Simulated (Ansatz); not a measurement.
```xyz
8

N     0.6328    0.5589    0.9444
B    -0.0643   -0.3971    0.1788
N    -0.5706   -0.1748   -1.1174
F    -0.2614   -1.6146    0.7271
H     0.9707    0.3429    1.8640
H     0.8342    1.4911    0.6366
H    -0.4813    0.6887   -1.6182
H    -1.0601   -0.8951   -1.6153
```

Charge 0, multiplicity 1.

List the r2SCAN/def2-TZVPP orbital energies in eV (Ansatz). (Best estimate.)

Ansatz gave: Occupied: -665.39, -384.72, -384.72, -181.14, -30.82, -22.68, -22.02, -13.67, -13.22, -12.87, -11.22, -11.22, -10.49, -9.11, -7.38, -6.00. Lowest empty: 0.82, 2.10, 2.41, 2.62, 3.06, 3.56, 4.18, 4.32.
